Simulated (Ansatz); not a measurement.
Basis-set extrapolation for C₃H₄F₂Si, SMILES `C#C[SiH](F)CF` (PBE0-D4/def2-TZVP geometry, frozen core, Ansatz 0.2.0). Multiplicity 1, RHF reference.

|  | def2-TZVPP | def2-QZVPP |
| --- | --- | --- |
| HF | -603.898505 | -603.921746 |
| MP2 correlation | -1.078144 | -1.166730 |
| CCSD(T) correlation | -1.149708 | not run |

Energies in hartree. Use E(X) = E(∞) + A·exp(−7.88·√X) for Hartree–Fock and E(X) = E(∞) + B·X^(−2.97) for correlation, with X = 3 and 4, and add CCSD(T) minus MP2 of the smaller set to the MP2 limit.

Problem. What is the CCSD(T) energy at the basis-set limit?

Solution. HF limit: -603.921746 + (-0.023241) × 0.13774 = -603.92495. MP2 limit: -1.166730 + (-0.088586) × 0.74074 = -1.23235. Higher-order term: -1.149708 − (-1.078144) = -0.07156. Total: -605.22886 hartree, 113.4 kcal/mol below CCSD(T)/def2-TZVPP.
